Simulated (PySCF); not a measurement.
Choosing a molecule for a target property.

Species are written as SMILES; each is one conformer at its optimised geometry, gas phase, non-relativistic unless stated; the electronic structure was computed with PySCF and density fitting.

The conformers computed, where there is a choice (atom-mapped SMILES and torsion angles):
- `[CH3:1][C:2](=[O:3])[SiH2:4][C:5](=[O:6])[OH:7]`: C1–C2–Si4–C5 -58°, C2–Si4–C5–O6 39°, H–O7–C5–Si4 180°
- `[CH2:1]=[CH:2][CH2:3]/[CH:4]=[CH:5]\[F:6]`: C1–C2–C3–C4 118°, C2–C3–C4–C5 120°
- `[CH2:1]=[CH:2][Si@H:3]([Cl:4])[SiH2:5][O:6][CH3:7]`: C1–C2–Si3–Cl4 4°, C2–Si3–Si5–O6 -65°, Si3–Si5–O6–C7 -179°
- `[F:1][CH2:2][C@H:3]1[CH:4]=[CH:5][CH2:6]1`: F1–C2–C3–C4 -172°

Problem. Wanted: HOMO–LUMO gap below 8.3 eV (CAM-B3LYP/def2-SVPD) and lowest triplet excitation (Tamm–Dancoff) below 4 eV (TDA CAM-B3LYP/def2-SVPD), at GFN2-xTB geometries. Which candidate meets both?
A. `CC(=O)[SiH2]C(=O)O`
B. `C=CC/C=C\F`
C. `C=C[Si@H](Cl)[SiH2]OC`
D. `CC(=O)C#C[SiH2][SiH3]`

Solution. A. Computed values:
```
              species  HOMO–LUMO gap  lowest triplet excitation (Tamm–Dancoff)
   CC(=O)[SiH2]C(=O)O        8.14 eV                                   2.91 eV
CC(=O)C#C[SiH2][SiH3]        8.46 eV                                   3.44 eV
C=C[Si@H](Cl)[SiH2]OC        9.28 eV                                   4.29 eV
           C=CC/C=C\F        9.72 eV                                   4.43 eV
```

Problem. Wanted: electronic spatial extent ⟨r²⟩ about the centre of nuclear charge between 700 bohr² and 900 bohr² (CAM-B3LYP/def2-SVPD) and lowest singlet excitation above 5 eV (TDDFT CAM-B3LYP/def2-SVPD), at GFN2-xTB geometries. Which candidate meets both?
A. `C=CC/C=C\F`
B. `C=C[Si@H](Cl)[SiH2]OC`
C. `CC(=O)C#C[SiH2][SiH3]`
D. `CC(=O)[SiH2]C(=O)O`
E. `FC[C@H]1C=CC1`

Solution. A. Computed values:
| species | electronic spatial extent ⟨r²⟩ about the centre of nuclear charge | lowest singlet excitation |
| --- | --- | --- |
| FC[C@H]1C=CC1 | 590 bohr² | 7.18 eV |
| C=CC/C=C\F | 780 bohr² | 6.95 eV |
| CC(=O)[SiH2]C(=O)O | 1038 bohr² | 3.55 eV |
| C=C[Si@H](Cl)[SiH2]OC | 1811 bohr² | 6.16 eV |
| CC(=O)C#C[SiH2][SiH3] | 1986 bohr² | 3.99 eV |

Problem. Wanted: dipole moment above 3 D (CAM-B3LYP/def2-SVPD) and smallest rotational constant below 1.8 GHz (GFN2-xTB), at GFN2-xTB geometries. Which candidate meets both?
A. `CC(=O)C#C[SiH2][SiH3]`
B. `FC[C@H]1C=CC1`
C. `C=CC/C=C\F`
D. `CC(=O)[SiH2]C(=O)O`

Solution. A. Computed values:
| species | dipole moment | smallest rotational constant |
| --- | --- | --- |
| C=CC/C=C\F | 1.33 D | 1.495 GHz |
| FC[C@H]1C=CC1 | 1.88 D | 2.073 GHz |
| CC(=O)[SiH2]C(=O)O | 2.48 D | 1.138 GHz |
| CC(=O)C#C[SiH2][SiH3] | 3.35 D | 0.574 GHz |

Problem. Wanted: HOMO energy between -9.2 eV and -9 eV (CAM-B3LYP/def2-SVPD) and static isotropic polarisability above 70 au (CAM-B3LYP/def2-SVPD), at GFN2-xTB geometries. Which candidate meets both?
A. `CC(=O)C#C[SiH2][SiH3]`
B. `C=CC/C=C\F`
C. `C=C[Si@H](Cl)[SiH2]OC`
D. `CC(=O)[SiH2]C(=O)O`
E. `FC[C@H]1C=CC1`

Solution. C. Computed values:
| species | HOMO energy | static isotropic polarisability |
| --- | --- | --- |
| CC(=O)C#C[SiH2][SiH3] | -9.33 eV | 109.8 au |
| C=C[Si@H](Cl)[SiH2]OC | -9.04 eV | 107.2 au |
| FC[C@H]1C=CC1 | -8.87 eV | 56.9 au |
| C=CC/C=C\F | -8.72 eV | 62.9 au |
| CC(=O)[SiH2]C(=O)O | -8.52 eV | 73.5 au |
